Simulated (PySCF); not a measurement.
Computed spin Hamiltonian

Compound: C₅H₆N₂ (charge +1 and doublet state).
Numbering: `[CH2:1][C+:2]([CH2:3][C:4]#[N:5])[N:6]=[CH2:7]` (hydrogens: H8, H9 on C1; H10, H11 on C3; H12, H13 on C7)

Cartesian coordinates in Å at the GFN2-xTB level; atoms count from 1:
```
atom  x, y, z in Å
C1     0.5307    1.0184   -1.5823
C2     0.0954    0.2357   -0.5374
C3    -1.3713   -0.0618   -0.3302
C4    -1.6533   -0.3627    1.0567
N5    -1.8070   -0.5828    2.1641
N6     0.9329   -0.3484    0.2660
C7     1.6154   -0.6993    1.2236
H8    -0.1735    1.4969   -2.2410
H9     1.5802    1.1683   -1.7736
H10   -1.9712    0.7954   -0.6498
H11   -1.6664   -0.9250   -0.9393
H12    2.1350   -1.6569    1.2139
H13    1.7486   -0.0773    2.1116
```

The hyperfine couplings belong to this conformer and change with its torsions.

Level of theory: UKS B3LYP, pcH-1 on C H N, non-relativistic, mean-field spin-orbit, GIAO in PySCF 2.14.0. Geometry: GFN2-xTB, one conformer, isolated ion. Couplings are sensitive to structure, and on GFN2-xTB geometries they can be far from those on DFT ones, by a factor of two or more for some ions and for spin on atoms past the first row. The SCF solution wasn't tested for stability.

```json
{"g1, g2, g3": "2.00194, 2.00219, 2.00336", "g_iso": "2.00250", "Form of g": "rhombic: the two nearest values differ by 18 % of g3 − g1", "⟨S²⟩": "0.7675 (exact 0.7500)", "Total energy": "-303.29129 Eh"}
```

Isotropic coupling and dipolar principal values T1 to T3, in 10⁻⁴ cm⁻¹ (1 × 10⁻⁴ cm⁻¹ = 2.998 MHz):

```csv
atom,isotope,a_iso,T1,T2,T3,Mulliken spin population
C1,13C,19.6,-19.0,-18.7,37.7,0.72
C2,13C,-13.0,-4.3,1.1,3.2,-0.09
C3,13C,0.9,-0.4,-0.1,0.5,0.01
C4,13C,-0.8,-0.2,0.0,0.3,0.00
N5,14N,0.0,-0.1,0.0,0.1,0.00
N6,14N,8.0,-7.4,-5.7,13.1,0.40
C7,13C,-10.9,-3.1,0.6,2.5,-0.07
H8,1H,-15.6,-9.0,-0.9,9.9,-0.03
H9,1H,-15.3,-8.1,-1.2,9.3,-0.03
H10,1H,0.1,-0.9,-0.6,1.6,0.00
H11,1H,-0.6,-0.9,-0.4,1.3,0.00
H12,1H,36.8,-1.2,-0.8,2.1,0.04
H13,1H,42.8,-1.1,-0.4,1.5,0.05
```

The Mulliken spin populations are largest on C1 (+0.72), N6 (+0.40), C2 (-0.09) and C7 (-0.07). The angles at C1 add up to 360.0°, so it is planar; its axial dipolar tensor and the negative couplings of its protons fit spin in a p orbital normal to that plane.

Axes: g1 points within 6° of the N6–C7 bond.

Under fast tumbling the dipolar parts average out, and these isotropic splittings remain: 1 × 1H (H13, I = 1/2, 2 lines) with 4.58 mT, 1 × 1H (H12, I = 1/2, 2 lines) with 3.94 mT, 1 × 1H (H8, I = 1/2, 2 lines) with 1.67 mT, 1 × 1H (H9, I = 1/2, 2 lines) with 1.64 mT and 1 × 14N (N6, I = 1, 3 lines) with 0.85 mT.

H8 and H9 aren't averaged: C1 is flat or nearly so (angle sum 360°), and its turn about the short C1–C2 bond (1.38 Å) is taken as slow.

The 13C coupling of C1 (58.9 MHz) shows only in satellite lines or after enrichment, since that isotope makes up about 1.07 % of natural carbon.

Examples of negative spin density at the nucleus (bohr⁻³): C2 (-0.0346), C7 (-0.0290) and H8 (-0.0104).
